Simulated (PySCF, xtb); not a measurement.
boron monoxide dimer (B2O2), SMILES B(=O)B=O.

The structure is a stationary point at ωB97X-D3(BJ)/def2-TZVP. One conformer was computed; it need not be the lowest.

These are C-PCM-PBE0/def2-SVP (PySCF 2.14.0) values and carry that method's errors.

The values are the electrostatic part of the solvation free energy, E(continuum) − E(gas) at the gas-phase geometry, in a cavity of scaled van der Waals radii (PySCF's table); cavitation and dispersion terms are not included. In vacuum the orbital gap is 8.70 eV. The dipole moment in vacuum is 0.00 D.

### Question
Estimate the values in water (ε = 78.36), chlorobenzene (ε = 5.70), ethylethanoate (ε = 5.99). (An estimate is asked for; the answer gives what the named calculation found.)

### Answer

```tsv
solvent	ε	ΔG(elec) (kcal/mol)	dipole (D)	gap (eV)
water	78.36	-4.7	0.00	8.90
chlorobenzene	5.70	-3.9	0.00	8.86
ethylethanoate	5.99	-3.9	0.00	8.86
```

For comparison, GFN2-xTB/ALPB(water) (xtb, at the GFN2-xTB geometry, all terms of that model) gives -1.3 kcal/mol.
